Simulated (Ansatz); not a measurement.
Ideal-gas functions of AlClFH$_{2}$N, SMILES `[NH2][Al]([F])[Cl]` at 400 K and 1 bar, from an Ansatz frequency run at PBE0-D4/def2-TZVP.

Molar mass 97.46 g/mol, point group Cs (symmetry number 1), electronic degeneracy 1, moments of inertia 78.631, 161.188, 239.819 u Å². Harmonic wavenumbers (cm⁻¹, unscaled): 170, 210, 254, 372, 386, 494, 675, 821, 929, 1562, 3621, 3713.

Use S(trans) = R[1.5 ln M + 2.5 ln T − 1.1517]; rotational temperatures θ = 24.2544 K / I; S(rot) = R[ln(√π/σ · √(T³/θAθBθC)) + 1.5]; for each mode x = 1.438777 ν̃/T, S = R[x/(eˣ − 1) − ln(1 − e⁻ˣ)] and H = RT x/(eˣ − 1); 1 cm⁻¹ = 0.0119627 kJ/mol; R = 8.31446 J/(mol·K).

**Question.** By hand: the entropy, in J/(mol·K).

**Answer.** Translation 172.1. Rotation: θ = 0.3085, 0.1505, 0.1011 K, giving 114.2. Vibration, mode by mode: 12.53, 10.84, 9.35, 6.49, 6.22, 4.55, 2.72, 1.80, 1.32, 0.20, 0.00, 0.00, in all 56.0. Electronic 0.0. Sum 342.3 J/(mol·K).

**Question.** By hand: H − E and G − E in kJ/mol, counted from the electronic energy.

**Answer.** Zero-point energy ½ × 13207 × 0.0119627 = 79.0; thermal vibration 12.8; translation, rotation and pV give 4 RT = 13.3. H − E = 105.1 kJ/mol, and G − E = 105.1 − 400 × 342.3/1000 = -31.8 kJ/mol.

Vibration gives 16 % of the entropy. The sum counts one conformer and one mirror image; others add a mixing term.
